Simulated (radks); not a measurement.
Q: The scandium ion Sc4+, configuration [Ne] 3s2 3p5. Method: Dirac Kohn-Sham, PBE, spin-unpolarised, spherical densities, point nucleus; open shells fill j = l - 1/2 first; computed with a radial shooting solver on a logarithmic mesh with Libxc functionals.

Spin-orbit splittings of the eigenvalues, e(l+1/2) - e(l-1/2), with zeta = 2 splitting/(2l+1) and mean radii in bohr:

| shell | occ. | splitting (eV) | zeta (eV) | <r> j=l-1/2 | <r> j=l+1/2 |
|---|---|---|---|---|---|
| 2p | 6 | 4.651 | 3.100 | 0.3055 | 0.3081 |
| 3p | 5 | ? | ? | 1.085 | 1.092 |

Estimate the 3p splitting.

A: 0.5870 eV (zeta = 0.3914 eV).
